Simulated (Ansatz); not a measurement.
Species: CH4BO2, net charge 0, doublet state. It need not be the lowest isomer of its formula. 
Coordinates optimised at B3LYP-D3(BJ)/def2-TZVP (Ansatz, an electronic-structure program):
```xyz
8

C     -1.4134    -0.2907    -0.0298
B      0.1428     0.0719    -0.0105
O      0.4027     1.3279    -0.3869
O      1.1335    -0.7972     0.3511
H     -1.7129    -0.5948     0.9770
H     -2.0506     0.5322    -0.3461
H     -1.5670    -1.1312    -0.7122
H      0.8071    -1.6667     0.5990
```
Charge 0, spin multiplicity 2.

Parts of the frozen-core correlation energy in aug-cc-pVDZ (Ansatz, hartree). Frozen orbitals: 4; correlated occupied orbitals by spin: 12 and 11; virtual: 112 and 113. UHF or UKS for open shells. Spin-orbit coupling is left out. No relativistic terms.

| term | value |
|---|---|
| reference (HF) | -214.70780 |
| MP2 opposite-spin | ? |
| MP2 same-spin | ? |
| CCSD correlation | -0.62046 |
| (T) | ? |
| T1 diagnostic | 0.022 |
| largest doubles amplitude | 0.022 |
| <S^2> of the reference | 0.759 |

### Question
Some entries are withheld; supply them.

### Answer

- MP2 opposite-spin, value: -0.43415
- MP2 same-spin, value: -0.14633
- (T), value: -0.01863
